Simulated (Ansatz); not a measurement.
Consider the ligand exchange at a B–Se bond: `COB(C)[SeH]` + H₂S → `COB(C)S` + H₂Se.

Isolated molecules relaxed with PBE0-D4/def2-TZVP in Ansatz; ΔE leaves out vibrations. CCSD(T)/CBS is the MP2 limit (def2-TZVPP, def2-QZVPP) plus CCSD(T) − MP2 in def2-TZVPP, frozen cores. This one scheme is used for every species. DFT in def2-TZVPP. For Se outer-core shells are correlated without core-valence functions, which leaves a few kJ/mol of doubt a bond. Scalar relativity is left out up to krypton. Each species was taken in one conformer, which may not be the lowest.

```tsv
species	ωB97M-V energy (Eh)
`COB(C)[SeH]`	-2581.97964
H₂S	-399.37365
`COB(C)S`	-578.75054
H₂Se	-2402.60522
```

Work out ΔE.

ΔE = (-578.75054) + (-2402.60522) − (-2581.97964) − (-399.37365) = -0.00247 Eh = -6.5 kJ/mol. CCSD(T)/CBS gives -1.6 kJ/mol.

Largest T1 diagnostic among the species: 0.012.

In def2-TZVPP, CCSD(T) changes the Hartree–Fock value by +4.8 kJ/mol (the triples alone add +0.1 kJ/mol) and MP2 by +6.5 kJ/mol.
